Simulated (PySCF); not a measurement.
5-fluorocyclopenta-1,3-diene (C₅H₅F), SMILES FC1C=CC=C1.

The structure is a stationary point at B3LYP-D3(BJ)/def2-SVP. The values are those of a single conformer.

Computed with PBE0/def2-TZVP in PySCF.

Gas-phase values at a fixed geometry.

- total energy = -293.11230 hartree
- point group = Cs
- highest occupied level = -6.73 eV
- lowest empty level = -1.36 eV
- orbital gap = 5.37 eV
- dipole moment = 1.85 D
- quadrupole, principal values (traceless, Buckingham form, about the centre of nuclear charge) = -6.20, 1.81, 4.39 D·Å
- mean static polarisability = 54.4 bohr³ (8.06 Å³)
- polarisability, principal values = 37.6, 59.8, 65.7 bohr³
